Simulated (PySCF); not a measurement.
Computed IR spectrum (relative IR intensity) of a molecule C5H8. The structure is a stationary point at PBE-D3(BJ)/def2-SVP. One conformer was computed; it need not be the lowest. All values below come from PBE-D3(BJ)/def2-SVP in PySCF 2.14.0. Harmonic, unscaled wavenumbers; measured fundamentals usually lie a few per cent lower.

ν (cm⁻¹): 580 (m), 689 (m), 903 (m), 1016 (vw), 1018 (w), 1098 (vw), 1176 (vw), 1399 (vw), 1402 (vw), 1423 (vw), 1644 (vw), 2938 (vs), 2988 (m), 3003 (m), 3008 (s), 3051 (m), 3115 (w), 3139 (m) (against the strongest line: vs over 80 %, s over 45 %, m over 15 %, w over 4 %, vw less)

### Question
Identify the compound among the candidates.
A) C=CCC=C
B) C1=CCCC1
C) C[C@@H]1C=CC1
D) CC#CCC

### Answer
B, C1=CCCC1
